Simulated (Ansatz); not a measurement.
Abridged output of a molecular run in Ansatz:

```
Functional definition: HF
1569 factors; integrals over basis functions are off by at most 9.4e-4 eV
mean field evaluation 1: about -27146.8565 eV, gradient 3.2e1 eV
mean field evaluation 2: about -27147.1997 eV, gradient 3.2e1 eV
mean field evaluation 4: about -27150.3747 eV, gradient 3.6e0 eV
mean field evaluation 8: about -27150.4288 eV, gradient 2.6e-1 eV
mean field -27150.42938965 eV, -997.7598768475 hartree, gradient 7.0e-6 eV, S^2 0.000000; 0 other end points of the search recorded, 0 dependent functions left out
14 core orbitals not correlated: weight in the atoms' cores, before any rotation towards them, 1.000 or more for the frozen orbitals, at most 0.000 for the correlated occupied ones
reference -27150.42938965 eV, -997.7598768475 hartree; 16, 16 occupied and 234, 234 virtual orbitals, 1569 factors
second order -25.27686438 eV of doubles, -0.00000000 eV of singles
cycle   1  -25.78740819 eV  change   -5.1e-1 eV  update   1.2e-1
cycle   2  -26.46485711 eV  change   -6.8e-1 eV  update   3.6e-2
cycle   3  -26.61218828 eV  change   -1.5e-1 eV  update   1.8e-2
cycle   4  -26.60365833 eV  change    8.5e-3 eV  update   5.1e-3
cycle   5  -26.60416317 eV  change   -5.0e-4 eV  update   2.6e-3
cycle   6  -26.60447481 eV  change   -3.1e-4 eV  update   8.5e-4
cycle   7  -26.60426300 eV  change    2.1e-4 eV  update   3.6e-4
cycle   8  -26.60433628 eV  change   -7.3e-5 eV  update   1.3e-4
cycle   9  -26.60431837 eV  change    1.8e-5 eV  update   4.9e-5
cycle  10  -26.60428501 eV  change    3.3e-5 eV  update   1.6e-5
perturbative correction -1.33093037 eV, -0.0489107889 hartree
Total energy: -27178.36460503 eV, -998.7864770775 hartree
```

Its atoms:

Cartesian coordinates in Å:
```
C -0.700 1.374 1.764
C -0.203 0.540 0.694
C 0.220 -0.154 -0.202
B 0.733 -1.020 -1.316
S -0.454 -1.890 -2.337
Cl 2.464 -1.166 -1.600
H -0.058 1.301 2.644
H -0.720 2.421 1.449
H -1.715 1.087 2.048
H 0.434 -2.494 -3.144
```

Question: Which basis set was used?
A. def2-QZVPP
B. def2-TZVPPD
C. def2-TZVPP
D. def2-SVP

Answer: C. It gives 264 functions.

Question: Write the keys of the input that set method, charge and spin (a neutral closed shell needs none for the last two).

Answer: 
```yaml
correlation: {method: ccsd_t}
```
